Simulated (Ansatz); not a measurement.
Correlation energies of C₂H₈S₂Si, SMILES `C[Si](C)(S)S` by basis set

Z-matrix (Å, degrees):
```
C
Si 1 1.862
H 1 1.093 2 110.8
H 1 1.093 2 110.1 3 119.8
H 1 1.091 2 110.7 3 -120.7
C 2 1.864 1 111.6 3 -59.3
S 2 2.140 1 105.4 3 62.9
S 2 2.149 1 112.2 3 177.4
H 6 1.092 2 111.0 1 178.1
H 6 1.094 2 110.7 1 -61.7
H 6 1.093 2 110.1 1 57.9
H 7 1.344 2 94.6 1 178.6
H 8 1.345 2 94.5 1 82.1
```

Charge 0, multiplicity 1. The geometry is a stationary point of PBE0-D4/def2-TZVP. It is one conformer, not always the lowest. Frozen core, restricted reference, the Gaussian-basis code of Ansatz. CBS rows extrapolate triple and quadruple zeta; past MP2 they add the triple-zeta difference.

```json
{"basis": "def2-SVP", "HF (Eh)": "-1164.07804", "MP2 corr.": "-0.65201"}
{"basis": "def2-TZVPP", "HF (Eh)": "-1164.54943", "MP2 corr.": "-0.83786"}
{"basis": "def2-QZVPP", "HF (Eh)": "-1164.58464", "MP2 corr.": "-0.90190"}
```

Problem. Estimate the CCSD correlation energy and the (T) correction in each basis where they were run (hartree).

Solution. 
| basis | CCSD corr. | (T) |
| --- | --- | --- |
| def2-SVP | -0.72359 | -0.02115 |
| def2-TZVPP | -0.90676 | -0.03932 |
| CBS(def2) | -1.01822 | as TZ |
